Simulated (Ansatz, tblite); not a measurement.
Cost and result up the ladder for Ag₃Pd (4 atoms). Total charge 0; doublet. Geometry: r2SCAN-D4/def2-SVP.

Cartesian coordinates in Å:
```
Pd 1.162 -0.616 0.072
Ag -1.248 0.399 0.324
Ag 0.901 1.861 0.955
Ag -0.816 -1.644 -1.350
```

Ansatz on 4 threads of Arm Neoverse V2 on a shared host; xTB runs through tblite on one thread. Times are rough, summed over both states, and most runs start from the orbitals of an earlier one. PBE0-D4/def2-TZVP serves as the yardstick here, not as an exact answer. The other state is a singlet.

In the def2 sets Ag, Pd take a core potential; there is no spin–orbit coupling. The xTB rows come from tblite. The structure comes from a short search, and lower isomers may exist.

Raw xTB energies of ions are shifted by several eV, and xTB has no spin-polarisation term.

```csv
level,functions,wall time,vertical IE (eV),difference from PBE0-D4/def2-TZVP (eV)
GFN1-xTB,36,0.007 s,11.24,4.94
GFN2-xTB,36,0.009 s,11.44,5.14
PBE-D4/def2-TZVP (with forces),160,6 s,6.55,0.25
PBE0-D4/def2-TZVP,160,9.1 s,6.30,0.00
r2SCAN-D4/def2-TZVP,160,14 s,6.43,0.13
```
